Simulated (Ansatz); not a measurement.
Isomers of H2B2O. All species are isolated molecules in the gas phase. One relaxed conformer stands for each flexible species; it need not be the lowest. Strings in code marks are SMILES.

Quantity: electronic energy of isomers of H2B2O relative to `BB=O`, in kJ/mol. The DFT solution of `[H]/B=B/O` is unstable or spin-contaminated; the geometry comes from it.

Case: `[H]/B=B/O`. Geometry of `[H]/B=B/O` (neutral, multiplicity 1, Å):

```xyz
5

B      1.2967     0.0084     0.3012
B     -0.1856    -0.1272     0.0424
O     -1.4614    -0.3115    -0.2379
H      2.4346     0.1493     0.5313
H     -2.0842     0.2810     0.2049
```

Give the electronic energy of isomers of H2B2O relative to `BB=O` at the level LDA/cc-pVTZ // B3LYP-D3(BJ)/def2-TZVP (Ansatz, an electronic-structure program).

261.9 kJ/mol.
